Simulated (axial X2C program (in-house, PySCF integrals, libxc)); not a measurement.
# NaSn⁻: properties at the nuclei

Computed with an in-house all-electron X2C program for linear molecules (integrals from PySCF): two-component X2C with atomic mean-field Coulomb and Gaunt terms, Gaussian nuclei, basis Sn dyall-acv3z, Na dyall-av3z with contracted cores.

R = 3.100 Å (near the PBE0 minimum at charge -1 of the determinant lowest at the starting distance; the state shown can have its own minimum elsewhere).

Input and command:
```json
{"zs": [50, 11], "q": -1, "bas": ["dyall-acv3z", "dyall-av3z"], "r0": 2.95, "levels": ["PBE0", "HF", "PBE50", "BHandHLYP", "LDA"], "nst": 3}
```
```bash
python soeom.py task.json out
```

Keys: zs atomic numbers; q charge; bas basis sets; r0 starting distance in Å; levels methods; nst determinants followed.

Determinant lowest in the PBE0 search, Ω = 1 (⟨Sz⟩ = 0.98, ⟨Lz⟩ = 0.02 at PBE0), spin on the atoms Sn 1.29, Na -0.31:

```
    level  Eeff magnitude (GV/cm)  Ws magnitude Sn (kHz)  A∥/gI Sn (MHz)  qzz Sn (a.u.)  A∥/gI Na (MHz)  qzz Na (a.u.)
     PBE0                    2.19                    1.3            -767           0.05           -87.9          -0.07
    PBE50                    2.72                   1.62            -824           0.14           -91.4          -0.09
BHandHLYP                    2.53                   1.51            -662           0.04            -104          -0.07
      LDA                    1.29                  0.773            -611          -0.40           -68.1          -0.03
```

Determinant 0.54 eV from it at PBE0 and this distance, Ω = 0 (closed shell), highest spinor 71% Sn p, 13% Na s, 10% Na p:

```csv
level,qzz Sn (a.u.),qzz Na (a.u.)
PBE0,-0.59,-0.02
HF,-0.28,-0.03
PBE50,-0.44,-0.02
BHandHLYP,-0.34,-0.02
LDA,-0.82,-0.02
```

Eeff is the effective electric field on the electron electric dipole moment in this Ω state and Ws the scalar–pseudoscalar constant of the nucleus named (defined with the proton number Z and per Ω); A∥ (defined per Ω) follows by multiplying with gI = μI/(I μN); qzz is the electric field gradient, eQq0 = 234.96 MHz × Q/barn × qzz. The operators were transformed with the bare-nucleus X2C matrices; with these basis sets, hyperfine constants and field gradients can be off by tens of per cent, and where levels differ in sign neither size nor sign is settled.

Q: With gI(119Sn) = -2.0946, gI(23Na) = 1.4783 (g factors from the IAEA table of nuclear moments by Stone), turn the PBE0 values of the first state into constants in MHz.

A: A∥(119Sn) = -767 × -2.0946 = 1610 MHz; A∥(23Na) = -87.9 × 1.4783 = -130 MHz.

Each state is one determinant with collinear spin, which with several unpaired electrons need not be a pure state. For an anion, determinants above electron detachment, or with a positive highest level, are held by the basis set. A closed determinant beside an open π² or δ² triplet, such as (π1/2)², mixes with its partner pair into the 0⁺ component of the triplet and ¹Σ⁺, so its energy is not that of a level, and 0⁺ can lie lowest. With several open shells hyperfine constants can be off by a factor of several. Where Eeff spreads by more than a factor of two the levels disagree and none is to be relied on. In the state Ω = 1 the atomic spins oppose each other (1.29, -0.31): a broken-symmetry determinant whose values are not spin-projected. Open-shell Ω = 0 determinants with evenly filled partner blocks cannot be reached by this program, so the Ω shown need not be the lowest component. Left out as unconverged or as another state under the same occupation: HF in at least one table. States lie within half an eV, so the first need not be the ground state. Further determinants of the search, some of them spin-mixed, are not shown. Where a field gradient or hyperfine factor spreads by more than a factor of two over the levels, a constant derived from it is not to be relied on. PBE0 term energies can be off by some tenths of an eV.
